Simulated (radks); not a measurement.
Results of a calculation; reference values are marked as such.
Ionisation of the mercury ion Hg57+, [Ar] 3d5, to [Ar] 3d4 as the strength of local exchange is varied. Level of theory: scalar-relativistic Kohn-Sham, Slater X-alpha exchange (alpha = 2/3 is LDA exchange), no correlation, spin-polarised, spherical densities, finite nucleus; open shells are filled with parallel spins first (spin-orbit coupling, left out, can overturn this in heavy ions); Fermi nuclear charge, rms radius 5.4648 fm (a radial shooting solver on a logarithmic mesh with Libxc functionals).

alpha  E(Hg57+) (hartree)  exchange (hartree)  IE (eV)  -e of the level emptied (eV)  <r> of it (bohr)
0.55          -16501.2879           -176.9767   5811.5                   5739.9 (3d)            0.1543
0.644         -16531.8179           -207.5032   5838.4                   5767.1 (3d)            0.1540
0.667         -16539.2943           -214.9849   5844.9                   5773.8 (3d)            0.1539
0.713         -16554.2546           -229.9630   5858.1                   5787.1 (3d)            0.1537
0.743         -16564.0167           -239.7419   5866.7                   5795.9 (3d)            0.1536
0.745         -16564.6677           -240.3941   5867.3                   5796.4 (3d)            0.1536
0.814         -16587.1372           -262.9183   5887.2                   5816.5 (3d)            0.1533
0.896         -16613.8693           -289.7435   5910.8                   5840.4 (3d)            0.1531

NIST Atomic Spectra Database: 5780 eV (theoretical). The central value is not met in this range of alpha. Open shells are spherical and high-spin; term and fine-structure splittings are not resolved. Spin-orbit splitting is averaged out at the scalar-relativistic level.
